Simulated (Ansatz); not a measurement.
Species: C4H10O (charge 0, singlet). 
Structure (B3LYP-D3(BJ)/def2-TZVP (Ansatz, a quantum-chemistry and plane-wave program) minimum search):
SMILES: COC(C)C
```xyz
15

C     -0.1469     1.5674     0.1858
C     -0.4585     0.0755     0.2483
C     -1.7711    -0.2620    -0.4354
O      0.5451    -0.7063    -0.3968
C      1.7693    -0.7879     0.2970
H      0.7860     1.8099     0.6955
H     -0.9432     2.1408     0.6641
H     -0.0656     1.8890    -0.8545
H     -0.5108    -0.2339     1.3034
H     -1.7280     0.0185    -1.4896
H     -1.9690    -1.3321    -0.3733
H     -2.5977     0.2754     0.0320
H      2.3021     0.1694     0.3228
H      2.3875    -1.5139    -0.2296
H      1.6207    -1.1310     1.3296
```

Atomisation energy built up term by term with Ansatz (kcal/mol; UHF references for open shells; valence terms freeze the core; atomic spin-orbit terms are left out). Basis-set limits of correlation are two-point, X^-3; Hartree-Fock from the larger set.

| term | basis | kcal/mol |
|---|---|---|
| Hartree-Fock | cc-pVQZ | 1038.45 |
| CCSD correlation | CBS(cc-pVTZ,cc-pVQZ) | 333.63 |
| (T) | CBS(cc-pVTZ,cc-pVQZ) | 18.84 |
| core correlation | cc-pwCVTZ | 4.78 |
| scalar relativity (X2C) | cc-pVTZ-DK against cc-pVTZ | -1.03 |
| sum: De |  | 1394.7 |

(T) makes 1.4 % of the CCSD(T) atomisation energy; under 5 % is typical of single-reference molecules.
